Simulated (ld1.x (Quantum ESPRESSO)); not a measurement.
What one change does to a pseudopotential (oxygen, ultrasoft)

ld1.x (Quantum ESPRESSO) 7.5 input, shortened:

```
&input
   title='O', zed=8., rel=1, dft='PBESOL', iswitch=3,
   config='[He] 2s2 2p4'
 /
 &inputp
   pseudotype=3, tm=.true., lloc=-2, rcloc=1.75,
   nlcc=.true., new_core_ps=.true., rcore=0.65,
   which_augfun='PSQ', rmatch_augfun=0.80
 /
4
2S  1  0   2.00   0.00  0.80  0.90  0.0
2S  1  0   0.00   0.80  0.80  0.90  0.0
2P  2  1   4.00   0.00  1.85  2.30  0.0
2P  2  1   0.00   3.35  1.85  2.30  0.0
 &test
   configts(1)='2s2 2p4'
 /
```

Change: local potential all-electron potential smoothed inside 1.38 bohr (lloc = -2).

Cutoffs: the cutoffs (Ry, on a coarse ladder) from which the occupation-weighted sum of valence levels, in a spherical-Bessel basis at the reference potential, stays within 10 and 1 mRy of its value at 400 Ry; they do not see the model core or the augmentation charge, which bear on the density cutoff. Errors are all-electron minus pseudo energies relative to the spin-unpolarised reference configuration.

Task: How do hardness, ghosts and transferability respond?

Result: The potential gets neither clearly harder nor softer (18 Ry and 40 Ry → 18 Ry and 40 Ry); of the 7 tests that both files solve, the error grows in 2 and shrinks in 4 by more than 15 % and 0.3 meV (median size 16.6 → 4.1 meV); the range in which the p phases agree widens (upper end 0.6 → at the end of the scan); neither file shows a bound ghost.

```tsv
quantity	base	changed
cutoff, loose	18 Ry	18 Ry
cutoff, tight	40 Ry	40 Ry
bound ghosts	none	none
error for 2s2 2p3, meV [ΔE 16.36 eV]	-17	+3.2
error for 2s2 2p2, meV [ΔE 49.84 eV]	-20	-4.1
error for 2s2 2p1, meV [ΔE 103.54 eV]	-15	-61
error for 2s0 2p6, meV [ΔE 29.75 eV]	-0.2	+0.6
error for 2s1 2p4, meV [ΔE 31.50 eV]	-22	+7.8
error for 2s2 2p4.3, meV [ΔE -2.11 eV]	-3.0	+0.4
error for 2s2 2p0, meV [ΔE 180.19 eV]	+96	-90
s: phases at 2.50 bohr within 0.05 rad from the reference energy up to (Ry; the scan ends near 5)	to the end of the scan	to the end of the scan
p: phases at 2.50 bohr within 0.05 rad from the reference energy up to (Ry; the scan ends near 5)	0.6	to the end of the scan
lowest overlap eigenvalue by channel	s 0.70, p 0.83	s 0.51, p 0.80
```
